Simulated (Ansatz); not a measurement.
`C#[C][GaH][Cl]` + H₂ → `[Cl][GaH2]` + `C#C` at 400 K and 1 bar (hydrogenolysis of a Ga–C bond).

Computed with Ansatz on PBE0-D4/def2-TZVP structures; ΔE is electronic, products minus reactants. CCSD(T)/CBS is the MP2 limit (def2-TZVPP, def2-QZVPP) plus CCSD(T) − MP2 in def2-TZVPP, frozen cores. This one scheme is used for every species. For Ga outer-core shells are correlated without core-valence functions, which leaves a few kJ/mol of doubt a bond. Scalar relativity is left out up to krypton.

```json
{"species": "`C#[C][GaH][Cl]`", "CCSD(T)/CBS energy (Eh)": "-2461.01543", "H − E (kJ/mol)": "96.6", "S (J/(mol·K))": "351.7"}
{"species": "H₂", "CCSD(T)/CBS energy (Eh)": "-1.17544", "H − E (kJ/mol)": "38.0", "S (J/(mol·K))": "139.0"}
{"species": "`[Cl][GaH2]`", "CCSD(T)/CBS energy (Eh)": "-2384.95520", "H − E (kJ/mol)": "55.3", "S (J/(mol·K))": "280.7"}
{"species": "`C#C`", "CCSD(T)/CBS energy (Eh)": "-77.22717", "H − E (kJ/mol)": "85.5", "S (J/(mol·K))": "213.8"}
```

H − E and S are ideal-gas, rigid-rotor, harmonic terms from PBE0-D4/def2-TZVP. The MP2-based limit puts H₂ 0.8 mEh under its directly extrapolated value; such offsets cancel only in part. 1 Eh = 2625.50 kJ/mol, R = 8.31446 J/(mol·K).

By hand: ΔE, ΔH, ΔS and ΔG.

ΔE = (-2384.95520) + (-77.22717) − (-2461.01543) − (-1.17544) = 0.00850 Eh = 22.3 kJ/mol. Δ(H − E) = 55.3 + 85.5 − 96.6 − 38.0 = 6.2, so ΔH = 28.5 kJ/mol. ΔS = 280.7 + 213.8 − 351.7 − 139.0 = 3.8 J/(mol·K). ΔG = 28.5 − 400 × (3.8)/1000 = 27.0 kJ/mol.

By hand: the equilibrium constant, and the temperature at which ΔG would vanish if ΔH and ΔS stayed fixed.

log₁₀ K = −ΔG/(RT ln 10) = -3.5. ΔG = 0 at ΔH/ΔS = 7500 K, far beyond where these terms or the molecules hold.

The number of gas molecules stays the same, so ΔS is small and ΔH decides. A doubt of 5 kJ/mol in ΔE shifts log₁₀ K by 0.7 here. These are equilibria of isolated gas molecules and say nothing of rates. Largest T1 diagnostic: 0.013 (customary marks: 0.02 for closed shells, 0.045 for open ones).
